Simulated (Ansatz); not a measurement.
Ansatz results at the PBE0-D4/def2-TZVP geometry: size of the dipole moment (ωB97M-V/def2-TZVPP) 2.14 D; size of the dipole moment (B3LYP/def2-TZVPP) 2.14 D; HOMO energy (PBE/def2-TZVPP) -6.34 eV.

Each molecule was computed in one conformer, which needn't be the lowest.

Q: Which molecule gave them?
A. `CO[Si]([SiH3])(Cl)Cl`
B. `N[Si]([SiH3])(Cl)O[SiH3]`
C. `C=C[SiH](F)O[SiH3]`
D. `O[Si](F)(Cl)Br`

A: B. The others give `O[Si](F)(Cl)Br`: 1.71, 1.68, -7.66; `CO[Si]([SiH3])(Cl)Cl`: 1.30, 1.30, -7.27; `C=C[SiH](F)O[SiH3]`: 1.55, 1.55, -7.22.

B3LYP here is the variant with VWN-RPA as its local correlation; programs differ in this.
